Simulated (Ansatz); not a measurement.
Basis-set extrapolation for C2H5ClOSi (`O/C(Cl)=C/[SiH3]`) (PBE0-D4/def2-TZVP geometry, frozen core, Ansatz 0.2.0). Multiplicity 1, RHF reference.

|  | def2-TZVPP | def2-QZVPP |
| --- | --- | --- |
| HF | -902.000182 | -902.028933 |
| MP2 correlation | -0.875793 | -0.944754 |
| CCSD(T) correlation | -0.961174 | not run |

Energies in hartree. Use E(X) = E(∞) + A·exp(−7.88·√X) for Hartree–Fock and E(X) = E(∞) + B·X^(−2.97) for correlation, with X = 3 and 4, and add CCSD(T) minus MP2 of the smaller set to the MP2 limit.

**Question.** What is the CCSD(T) energy at the basis-set limit?

**Answer.** HF limit: -902.028933 + (-0.028751) × 0.13774 = -902.03289. MP2 limit: -0.944754 + (-0.068961) × 0.74074 = -0.99584. Higher-order term: -0.961174 − (-0.875793) = -0.08538. Total: -903.11411 hartree, 401.1 kJ/mol below CCSD(T)/def2-TZVPP.
